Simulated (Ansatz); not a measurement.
Mulliken charges of BrH2InS2, SMILES `[SH][In]([SH])[Br]` from r2SCAN/def2-TZVPP in Ansatz (PBE0-D4/def2-TZVP geometry).

```json
{"atom": "S1", "x (Å)": "-1.376", "y (Å)": "1.750", "z (Å)": "-0.952", "charge (e)": "-0.326"}
{"atom": "In2", "x (Å)": "-0.233", "y (Å)": "-0.197", "z (Å)": "-0.251", "charge (e)": "0.757"}
{"atom": "S3", "x (Å)": "1.510", "y (Å)": "-0.216", "z (Å)": "1.352", "charge (e)": "-0.339"}
{"atom": "Br4", "x (Å)": "-0.908", "y (Å)": "-2.337", "z (Å)": "-1.258", "charge (e)": "-0.341"}
{"atom": "H5", "x (Å)": "-0.656", "y (Å)": "2.549", "z (Å)": "-0.145", "charge (e)": "0.119"}
{"atom": "H6", "x (Å)": "1.662", "y (Å)": "-1.548", "z (Å)": "1.253", "charge (e)": "0.130"}
```

**Question.** By hand: the dipole of these point charges (1 e Å = 4.8032 D).

**Answer.** Σ q r = (0.208, 0.253, 0.237) e Å, of length 0.404 e Å = 1.94 D.

**Question.** How does the dipole of the full density compare? (Best estimate.)

**Answer.** Ansatz gave: (0.165, 0.175, 0.183) e Å, 1.45 D; the point charges give 1.34 times that, at 3° from its direction.

Point charges leave out the atoms' own dipoles, such as those of lone pairs, and Mulliken's split depends on the basis, so the two needn't agree.
